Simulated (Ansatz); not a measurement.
A set of 12 reactions (atomization), with CCSD(T)/CBS values in kJ/mol:

```tsv
reaction	ΔE
`N#[C][Ga]([C]#N)[C]#N` → 3 C• + Ga• + 3 N•	3424.0
`[OH][GeH]([Cl])[Cl]` → 2 Cl• + Ge• + 2 H• + O•	1870.6
`C[CH](C)[SnH2][CH](C)C` → 6 C• + 16 H• + Sn•	8528.5
`O=C1C=C(I)C(=O)O1` → 4 C• + H• + I• + 3 O•	4354.5
`OC1BN1` → B• + C• + 4 H• + N• + O•	3033.8
`C=C=C(C)F` → 4 C• + F• + 5 H•	4202.4
`F[C]1=[CH][Zn]1` → 2 C• + F• + H• + Zn (atom)	1523.5
`F[CH](F)[InH2]` → C• + 2 F• + 3 H• + In•	2042.1
`C=[CH][AlH][CH2][SiH3]` → Al• + 3 C• + 9 H• + Si•	4955.1
`CC(C)=CN` → 4 C• + 9 H• + N•	5555.1
`N=C(N)O[SiH3]` → C• + 6 H• + 2 N• + O• + Si•	4038.0
`O[SiH2][S][GeH3]` → Ge• + 6 H• + O• + S• + Si•	3123.6
```

Program: Ansatz. Geometries: PBE0-D4/def2-TZVP. ΔE: electronic, gas phase. CCSD(T)/CBS adds triple-zeta CCSD(T) − MP2 to the extrapolated MP2 energy (def2 sets, frozen cores). This one scheme is used for every species, atoms too. DFT in def2-TZVPP. B3LYP here is the variant with VWN-RPA as its local correlation; programs differ in this. Open shells (•) are unrestricted, without spin–orbit coupling. Spin–orbit coupling would lower the free atoms: a little for Al, B, C, Cl, F, O, S, Si; clearly for Ga, Ge; strongly for I, In, Sn. Elements past krypton have def2 core potentials. Bonds to Ga, Ge, I, In, Sn, Zn are less sure, by a few kJ/mol each and by 10 to 20 or more in all where they break to atoms, as the def2 sets lack core-valence functions. Scalar relativity is left out up to krypton. One conformer a species, not always the lowest.

**Question.** Give the mean, mean absolute and largest difference (level minus CCSD(T)/CBS, kJ/mol) for: r2SCAN-D4, PBE0-D4, ωB97X-V, ωB97M-V, B2PLYP, B3LYP, HF/def2-TZVPP, MP2/def2-TZVPP, SCS-MP2/def2-TZVPP, CCSD(T)/def2-TZVPP, HF/def2-QZVPP, MP2/def2-QZVPP, SCS-MP2/def2-QZVPP, MP2/CBS(def2). (An estimate is asked.)

**Answer.** The calculation gave: 
```
             level     mean  mean absolute  largest
         r2SCAN-D4     12.4           21.1     69.9
           PBE0-D4     15.9           35.0     90.1
           ωB97X-V     12.0           13.0     31.4
           ωB97M-V     10.5           17.5     36.1
            B2PLYP    -40.5           41.9   -120.4
             B3LYP    -40.8           42.1   -110.6
     HF/def2-TZVPP  -1148.1         1148.1  -2124.7
    MP2/def2-TZVPP    -18.9           59.7   -148.0
SCS-MP2/def2-TZVPP    -48.7           57.1   -152.1
CCSD(T)/def2-TZVPP   -102.2          102.2   -176.7
     HF/def2-QZVPP  -1142.6         1142.6  -2117.9
    MP2/def2-QZVPP     41.7           55.4    183.1
SCS-MP2/def2-QZVPP     20.4           28.9    125.9
     MP2/CBS(def2)     83.3           83.3    239.9
```

The largest T1 diagnostic in the set is 0.027, for `F[C]1=[CH][Zn]1` (customary mark 0.02).

CCSD(T)/CBS is a level of theory with its own doubt, and the functionals carry their triple-zeta basis error, so these figures describe this set and don't rank the functionals.
